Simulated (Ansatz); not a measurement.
Consider the cleavage of the Si–Si bond: `F[SiH]([SiH3])Cl` + `[SH][GeH3]` → `F[SiH](Cl)[S][GeH3]` + SiH₄.

Gas-phase electronic energies from Ansatz, PBE0-D4/def2-TZVP geometries. CCSD(T)/CBS adds triple-zeta CCSD(T) − MP2 to the extrapolated MP2 energy (def2 sets, frozen cores). This one scheme is used for every species. DFT in def2-TZVPP. For Ge outer-core shells are correlated without core-valence functions, which leaves a few kJ/mol of doubt a bond. Scalar relativity is left out up to krypton. One conformer a species, not always the lowest.

`F[SiH]([SiH3])Cl`:

Z-matrix (Å, degrees):
```
Si
Si 1 2.339
Cl 1 2.049 2 109.0
F 1 1.597 2 109.8 3 118.0
H 1 1.481 2 115.4 3 -120.7
H 2 1.486 1 108.3 3 61.6
H 2 1.485 1 109.2 3 -58.0
H 2 1.487 1 110.0 3 -178.7
```

`[SH][GeH3]`:

```xyz
6

S     1.115   -0.227   -1.292
Ge   -0.128    0.206    0.501
H     0.153   -0.919   -1.924
H    -0.558   -1.102    1.182
H    -1.368    1.023    0.110
H     0.786    1.020    1.424
```

`F[SiH](Cl)[S][GeH3]`:

Z-matrix (Å, degrees):
```
Si
Cl 1 2.044
S 1 2.099 2 112.3
F 1 1.586 2 108.0 3 117.7
H 1 1.474 2 107.1 3 -125.4
Ge 3 2.241 1 96.8 2 -57.2
H 6 1.532 3 104.9 1 -151.3
H 6 1.532 3 109.2 1 88.8
H 6 1.535 3 108.5 1 -32.3
```

SiH₄:

```xyz
5

Si    0.000    0.000    0.000
H     0.126   -1.358    0.587
H    -0.105   -0.107   -1.477
H     1.196    0.805    0.354
H    -1.217    0.659    0.536
```

```tsv
level	ΔE (kcal/mol)	difference from CCSD(T)/CBS
BLYP-D4	-17.8	1.7
CAM-B3LYP-D4	-18.3	1.2
ωB97M-V	-20.1	-0.6
PBE-QIDH	-19.3	0.2
PBE	-15.3	4.2
HF/def2-SVP	-17.6	1.9
CCSD/def2-SVP	-18.1	1.4
CCSD(T)/def2-SVP	-18.4	1.1
MP2/def2-TZVPP	-21.9	-2.4
MP2/def2-QZVPP	-22.2	-2.7
CCSD(T)/CBS	-19.5	0
```

Task: What do rigid-rotor, harmonic-oscillator terms from PBE0-D4/def2-TZVP frequencies (298.15 K, 1 bar) make of the CCSD(T)/CBS value? (Best estimate.)

Result: Ansatz gave: ΔZPE = +0.1 kcal/mol, ΔH = -19.3 kcal/mol, ΔS = -35 J/(mol·K), ΔG = -16.8 kcal/mol. Modes under 50 cm⁻¹ make the entropy rough.

Largest T1 diagnostic among the species: 0.012.

The D4 term adds −2.2 kcal/mol with B3LYP and −1.1 kcal/mol with PBE0; it sums over pairs of atoms, weighted by their polarisabilities, and B3LYP, whose exchange is more repulsive, gets the larger term. At CCSD(T), def2-SVP lies +1.1 kcal/mol from the extrapolated value and def2-TZVPP +0.5 kcal/mol. Leaving LDA and LC-ωPBE aside and taking each functional with its dispersion term where it has one, the values, not all of them listed here, spread over 3.4 kcal/mol, from ωB97M-V to PBE-D4. LDA lies −1.7 kcal/mol from PBE without D4.

B3LYP here is the variant with VWN-RPA as its local correlation; programs differ in this.
